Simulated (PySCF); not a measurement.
Species: CH7FO2SSi2.
Z-matrix (Å and degrees, PBE0-D3(BJ)/def2-SVP geometry), rows numbered from 1:
```
C 
S   1  1.7866
O   2  1.4801  1  106.96
O   2  1.4671  1  107.43  3   129.96
Si  2  2.2270  1  112.68  3  -109.76
Si  5  2.3522  2   92.90  1   159.19
F   6  1.6330  5  107.35  2   159.19
H   1  1.0974  2  109.14  3   176.82
H   1  1.0972  2  109.59  3    53.43
H   1  1.0998  2  104.39  3   -65.06
H   5  1.4895  2  110.49  1   -79.49
H   5  1.4921  2  107.26  1    41.94
H   6  1.4846  5  110.40  2   -83.11
H   6  1.4844  5  108.96  2    41.90
```

Method: PBE0-D3(BJ)/def2-SVP geometry optimisation, gas phase (PySCF 2.14.0).

Masses are those of the commonest isotopes; rigid-rotor values at the optimised geometry. The values belong to one conformer with, in the numbering `[CH3:1][S:2](=[O:3])(=[O:4])[SiH2:5][SiH2:6][F:7]`, C1–S2–Si5–Si6 159°, S2–Si5–Si6–F7 159°.

Q: What are A, B and C (MHz)?

A: Ia = 160.03, Ib = 638.92, Ic = 673.63 u·Å²; 505379 MHz·u·Å²/I gives A = 3158, B = 791.0, C = 750.2 MHz.

Q: Classify the top.

A: A near-prolate asymmetric top; Ray's κ = -0.966.

Q: What does the inertial defect say?

A: Not planar: Δ = Ic − Ia − Ib = -125.32 u·Å². For a rigid frame Δ = −2 Σ m c², so Σ m c² = 62.66 u·Å² lies off the ab plane: 8.47 from hydrogen and 54.19 from heavier atoms. The atom farthest from that plane is 1.57 Å away.

Q: Give the other two planar moments, Paa and Pbb, and the rms extents of the mass along the axes.

A: Paa = Σ m a² = (Ib + Ic − Ia)/2 = 576.26 and Pbb = Σ m b² = (Ia + Ic − Ib)/2 = 97.37 u·Å². With the mass M = 157.97 u, the rms extents √(P/M) along a, b and c are 1.91, 0.79, 0.63 Å.

Q: Give the coordinates in the principal-axis frame, origin at the centre of mass.

A: The sense of each axis is arbitrary; atoms in the order of the calculation.
```json
{"atom": "C1", "mass (u)": "12.000", "a (Å)": "2.933", "b (Å)": "-0.604", "c (Å)": "0.403"}
{"atom": "S2", "mass (u)": "31.972", "a (Å)": "1.389", "b (Å)": "0.159", "c (Å)": "-0.071"}
{"atom": "O3", "mass (u)": "15.995", "a (Å)": "1.046", "b (Å)": "1.135", "c (Å)": "0.987"}
{"atom": "O4", "mass (u)": "15.995", "a (Å)": "1.528", "b (Å)": "0.606", "c (Å)": "-1.462"}
{"atom": "Si5", "mass (u)": "27.977", "a (Å)": "-0.340", "b (Å)": "-1.238", "c (Å)": "0.079"}
{"atom": "Si6", "mass (u)": "27.977", "a (Å)": "-1.902", "b (Å)": "0.518", "c (Å)": "0.183"}
{"atom": "F7", "mass (u)": "18.998", "a (Å)": "-3.352", "b (Å)": "-0.094", "c (Å)": "-0.252"}
{"atom": "H8", "mass (u)": "1.008", "a (Å)": "3.193", "b (Å)": "-1.377", "c (Å)": "-0.331"}
{"atom": "H9", "mass (u)": "1.008", "a (Å)": "2.848", "b (Å)": "-1.006", "c (Å)": "1.420"}
{"atom": "H10", "mass (u)": "1.008", "a (Å)": "3.664", "b (Å)": "0.218", "c (Å)": "0.371"}
{"atom": "H11", "mass (u)": "1.008", "a (Å)": "-0.384", "b (Å)": "-2.141", "c (Å)": "-1.105"}
{"atom": "H12", "mass (u)": "1.008", "a (Å)": "-0.176", "b (Å)": "-2.011", "c (Å)": "1.344"}
{"atom": "H13", "mass (u)": "1.008", "a (Å)": "-2.014", "b (Å)": "1.029", "c (Å)": "1.573"}
{"atom": "H14", "mass (u)": "1.008", "a (Å)": "-1.519", "b (Å)": "1.564", "c (Å)": "-0.798"}
```

Q: Where do the levels up to J = 5 lie, in MHz?

A: Above 0(0,0):
J = 1: 1(0,1) 1541, 1(1,1) 3908, 1(1,0) 3949
J = 2: 2(0,2) 4623, 2(1,2) 6950, 2(1,1) 7072, 2(2,1) 14173, 2(2,0) 14174
J = 3: 3(0,3) 9245, 3(1,3) 11512, 3(1,2) 11757, 3(2,2) 18797, 3(2,1) 18800, 3(3,1) 30734, 3(3,0) 30734
J = 4: 4(0,4) 15404, 4(1,4) 17594, 4(1,3) 18002, 4(2,3) 24961, 4(2,2) 24969, 4(3,2) 36900, 4(3,1) 36900, 4(4,1) 53611, 4(4,0) 53611
J = 5: 5(0,5) 23100, 5(1,5) 25196, 5(1,4) 25808, 5(2,4) 32666, 5(2,3) 32685, 5(3,3) 44608, 5(3,2) 44608, 5(4,2) 61318, 5(4,1) 61318, 5(5,1) 82804, 5(5,0) 82804
The levels of one J sum to (2J + 1)J(J + 1)(A + B + C)/3.

Q: Predict some low-J microwave lines.

A: The dipole components are |μa| = 1.71 D, |μb| = 3.41 D, |μc| = 1.47 D. Intensities carry the squares of the components, which stand as 0.25 : 1.00 : 0.19 (a : b : c). Some of the stronger lines:

```json
{"type": "b", "branch": "R", "J(Ka,Kc)": "2(0,2) ← 1(1,1)", "MHz": "715", "lower level (cm⁻¹)": "0.130"}
{"type": "a", "branch": "R", "J(Ka,Kc)": "1(0,1) ← 0(0,0)", "MHz": "1541", "lower level (cm⁻¹)": "0.000"}
{"type": "a", "branch": "R", "J(Ka,Kc)": "2(1,2) ← 1(1,1)", "MHz": "3042", "lower level (cm⁻¹)": "0.130"}
{"type": "a", "branch": "R", "J(Ka,Kc)": "2(0,2) ← 1(0,1)", "MHz": "3082", "lower level (cm⁻¹)": "0.051"}
{"type": "c", "branch": "R", "J(Ka,Kc)": "1(1,0) ← 0(0,0)", "MHz": "3949", "lower level (cm⁻¹)": "0.000"}
{"type": "a", "branch": "R", "J(Ka,Kc)": "3(0,3) ← 2(0,2)", "MHz": "4622", "lower level (cm⁻¹)": "0.154"}
{"type": "a", "branch": "R", "J(Ka,Kc)": "3(2,2) ← 2(2,1)", "MHz": "4624", "lower level (cm⁻¹)": "0.473"}
{"type": "a", "branch": "R", "J(Ka,Kc)": "3(2,1) ← 2(2,0)", "MHz": "4626", "lower level (cm⁻¹)": "0.473"}
{"type": "b", "branch": "R", "J(Ka,Kc)": "3(1,3) ← 2(0,2)", "MHz": "6889", "lower level (cm⁻¹)": "0.154"}
{"type": "c", "branch": "Q", "J(Ka,Kc)": "3(2,2) ← 3(1,2)", "MHz": "7040", "lower level (cm⁻¹)": "0.392"}
{"type": "b", "branch": "Q", "J(Ka,Kc)": "2(2,0) ← 2(1,1)", "MHz": "7102", "lower level (cm⁻¹)": "0.236"}
{"type": "c", "branch": "R", "J(Ka,Kc)": "3(1,2) ← 2(0,2)", "MHz": "7134", "lower level (cm⁻¹)": "0.154"}
{"type": "b", "branch": "Q", "J(Ka,Kc)": "2(2,1) ← 2(1,2)", "MHz": "7223", "lower level (cm⁻¹)": "0.232"}
{"type": "b", "branch": "Q", "J(Ka,Kc)": "3(2,2) ← 3(1,3)", "MHz": "7285", "lower level (cm⁻¹)": "0.384"}
{"type": "b", "branch": "R", "J(Ka,Kc)": "2(2,1) ← 1(1,0)", "MHz": "10224", "lower level (cm⁻¹)": "0.132"}
{"type": "c", "branch": "R", "J(Ka,Kc)": "3(2,2) ← 2(1,2)", "MHz": "11847", "lower level (cm⁻¹)": "0.232"}
{"type": "b", "branch": "R", "J(Ka,Kc)": "3(3,0) ← 2(2,1)", "MHz": "16561", "lower level (cm⁻¹)": "0.473"}
```

Q: Estimate the classical rotational partition function at 50 K, 100 K and 500 K.

A: Point group C1, symmetry number σ = 1; q = (√π/σ)·√((kT/h)³/(ABC)), k/h = 20836.6 MHz/K: 43500 at 50 K, 123000 at 100 K, 1380000 at 500 K.

PBE0-D3(BJ)/def2-SVP frequencies: not computed here. These are rigid-rotor constants of the computed structure; measured ground-state constants (B0) also hold zero-point vibration. A rigid rotor knows nothing of internal rotation, which can split or shift real lines.
